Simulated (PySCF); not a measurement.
## Bonding in `CO[C@H]1C[C@@H](C(=O)Cl)C1`

Species: C6H9ClO2.
Numbering: `[CH3:1][O:2][C@H:3]1[CH2:4][C@@H:5]([C:6](=[O:7])[Cl:8])[CH2:9]1` (hydrogens: H10, H11, H12 on C1; H13 on C3; H14, H15 on C4; H16 on C5; H17, H18 on C9)

Cartesian coordinates in Å at the GFN2-xTB level; atoms count from 1:
```
atom  x, y, z in Å
C1    -2.740   -0.003   -0.422
O2    -1.461    0.311   -0.918
C3    -0.456   -0.543   -0.455
C4     0.932   -0.186   -1.007
C5     1.499   -0.231    0.432
C6     2.285    0.970    0.821
O7     1.983    1.859    1.541
Cl8    3.860    0.990    0.000
C9     0.065   -0.308    0.982
H10   -3.426    0.718   -0.861
H11   -2.777    0.074    0.670
H12   -3.037   -1.017   -0.716
H13   -0.736   -1.592   -0.632
H14    0.930    0.814   -1.432
H15    1.370   -0.884   -1.715
H16    2.091   -1.128    0.612
H17   -0.263    0.651    1.379
H18   -0.126   -1.094    1.708
```

Bond orders from the PBE0/pcSseg-1 density (PySCF). One conformer (not necessarily the lowest) at the GFN2-xTB geometry, without solvent, vibrations or thermal averaging.

Question: Where do the orders between heavy atoms depart from those drawn in the SMILES?

Answer: The largest departure is 0.099, at C5–C6 (drawn single, 0.901).

Question: Set the Mayer orders of the bonds between heavy atoms beside their lengths.

Answer: 
```tsv
bond	drawn as	length (Å)	Mayer order
C1–O2	single	1.407	0.930
O2–C3	single	1.398	0.927
C3–C4	single	1.536	1.021
C4–C5	single	1.548	0.968
C5–C6	single	1.487	0.901
C6–O7	double	1.183	2.093
C6–Cl8	single	1.777	0.956
C5–C9	single	1.538	0.994
C9–C3	single	1.547	1.009
```

Bonds between the same two heavy elements. C–O: lowest O2–C3 and C1–O2 (0.927, 1.398 Å), highest C6–O7 (2.093, 1.183 Å). C–C: lowest C5–C6 (0.901, 1.487 Å), highest C3–C4 (1.021, 1.536 Å); in 4 of the 10 pairs the longer bond (by over 0.003 Å) has the higher order (by 0.02 or more). Bonds named together lie within 0.004.

Question: And the bonds to hydrogen?

Answer: C–H: 0.92 to 0.97 (9 bonds).

Question: Sum the orders of all bonds at each heavy atom with more than one neighbour and set the sums beside the valence in the SMILES.

Answer: C1 3.818 (drawn 4), O2 1.857 (drawn 2), C3 3.882 (drawn 4), C4 3.869 (drawn 4), C5 3.780 (drawn 4), C6 3.950 (drawn 4), C9 3.870 (drawn 4). Orders between atoms that aren't bonded are not in these sums.

For a closed shell the Mayer order of atoms A and B is Σ (PS)μν (PS)νμ over the basis functions μ on A and ν on B, with P the density and S the overlap matrix.
